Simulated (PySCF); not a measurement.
Species: C5H6NPS.
Atom-mapped SMILES: `[CH3:1][S:2][c:3]1[cH:4][n:5][cH:6][p:7][cH:8]1` (hydrogens: H9, H10, H11 on C1; H12 on C4; H13 on C6; H14 on C8)

Structure used (PBE0-D3(BJ)/def2-SVP), in Å, numbered top down from 1:
```
atom  x, y, z in Å
C1    -2.609   -0.041    0.022
S2    -1.422   -1.240   -0.602
C3     0.145   -0.512   -0.267
C4     0.302    0.731    0.374
N5     1.459    1.318    0.651
C6     2.621    0.766    0.339
P7     2.909   -0.759   -0.464
C8     1.262   -1.247   -0.679
H9    -2.512    0.107    1.107
H10   -2.534    0.922   -0.502
H11   -3.595   -0.479   -0.185
H12   -0.585    1.291    0.685
H13    3.507    1.351    0.623
H14    1.085   -2.208   -1.177
```

Level: PBE0/def2-SVPD in PySCF, non-relativistic, on one gas-phase PBE0-D3(BJ)/def2-SVP geometry that isn't relaxed in the solvent. The solvent is an IEF-PCM continuum (Bondi radii, 1.10 Å for H, scaled by 1.2), and excitations are vertical TDDFT with non-equilibrium linear response and a frozen core. The model holds no explicit solvent molecules, cavitation or dispersion.

Gas-phase singlets (H = HOMO, L = LUMO):

```csv
state,E (eV),λ (nm),f,leading configurations
S1,3.728,333,0.005,H-1→L 99%
S2,3.832,324,0.016,H→L 93%
S3,4.166,298,0.000,H-1→L+1 99%
S4,4.606,269,0.176,H→L+1 90%
S5,5.314,233,0.137,"H-2→L 46%, H-2→L+1 36%, H-4→L 10%"
```

Question: How does the list change in acetonitrile (ε = 35.69)?

Answer: 
```csv
state,E (eV),λ (nm),f,leading configurations,change by rank (eV)
S1,3.757,330,0.021,H→L 94%,+0.029
S2,3.850,322,0.007,H-1→L 99%,+0.018
S3,4.277,290,0.000,H-1→L+1 99%,+0.111
S4,4.470,277,0.251,H→L+1 93%,-0.136
S5,5.237,237,0.231,"H-2→L 63%, H-2→L+1 24%",-0.077
```

Question: The ground-state energy changes by -0.241 eV from gas to acetonitrile. By how much does the total energy of gas-phase S1 change?

Answer: E(S1) = E(S0) + excitation energy, so it changes by -0.241 + 0.122 = -0.119 eV: it is lowered less than the ground state, which is what a blue shift means. This is the vertical state, with the slow part of the continuum still set for S0.

Question: How do the frontier levels move from gas to acetonitrile?

Answer: 
```csv
orbital,gas (eV),solvent (eV),change (eV),"Löwdin shares, gas","Löwdin shares, solvent"
LUMO+2,0.18,0.50,+0.32,"S2 48 %, C1 16 %, H9 7 %, H10 7 %","S2 54 %, C1 14 %, C3 6 %, H9 5 %"
LUMO+1,-1.36,-1.37,-0.01,"C6 23 %, C3 19 %, N5 16 %, C8 12 %","C6 23 %, C3 18 %, N5 17 %, P7 12 %"
LUMO,-1.89,-1.89,0.00,"P7 33 %, C8 21 %, C4 17 %, N5 10 %","P7 32 %, C8 21 %, C4 18 %, N5 10 %"
HOMO,-6.63,-6.57,+0.06,"S2 46 %, C6 11 %, C3 11 %, C4 9 %","S2 47 %, C3 10 %, C6 10 %, C4 9 %"
HOMO-1,-7.13,-7.26,-0.13,"N5 45 %, P7 22 %, C6 10 %, C4 7 %","N5 43 %, P7 24 %, C6 11 %, C4 7 %"
HOMO-2,-7.77,-7.76,+0.01,"P7 31 %, C8 22 %, C6 12 %, C4 10 %","P7 32 %, C8 21 %, C6 13 %, C4 10 %"
HOMO-3,-8.63,-8.65,-0.02,"P7 47 %, C8 13 %, C6 10 %, S2 8 %","P7 46 %, C8 13 %, C6 10 %, S2 9 %"
```

The HOMO–LUMO gap goes from 4.74 to 4.68 eV.
